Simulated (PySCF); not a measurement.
# Polarisability and C₆ of Pd (palladium, neutral)

[Kr] 4d10, closed-shell 1S. Calculation: PySCF 2.14, in aug-cc-pVTZ-PP with ECP28MDF (6s6p5d3f2g, 88 functions); a scalar-relativistic core potential. Coupled (time-dependent) response in atomic units; α is the mean over directions.

```csv
method,mean α (bohr³),C₆ (like pair),S(−4)
UHF,18.91,124.3,245.3
PBE,26.98,175.8,742.5
PBE0,23.79,157.0,488.8
r2SCANh,24.56,163.3,524.9
BLYP,27.15,175.1,780.2
```

S(−4) is the Cauchy moment in α(ω) = α(0) + S(−4) ω² + …

Reference α: 26.14 ± 0.1 bohr³ (recommended; Schwerdtfeger and Nagle, table of static dipole polarizabilities (2023 update)). Published C₆: 628.0 (Gould and Bucko (2016)).

α(iu) at r2SCANh:

| u (hartree) | α(iu) (bohr³) |
| --- | --- |
| 0 | 24.56 |
| 0.0500 | 23.35 |
| 0.100 | 20.66 |
| 0.200 | 15.56 |
| 0.300 | 12.41 |
| 0.500 | 9.090 |
| 0.750 | 6.813 |
| 1.00 | 5.301 |
| 1.50 | 3.422 |
| 2.00 | 2.370 |
| 3.00 | 1.317 |
| 5.00 | 0.5678 |

A single London oscillator, α(iu) = α/(1 + u²/ω²), gives C₆ = (3/4) ω α². Matching the computed C₆ needs ω = 4 × 163.3 / (3 × 24.56²) = 0.361 hartree.

Energies and moments cover only the electrons outside the core potential.
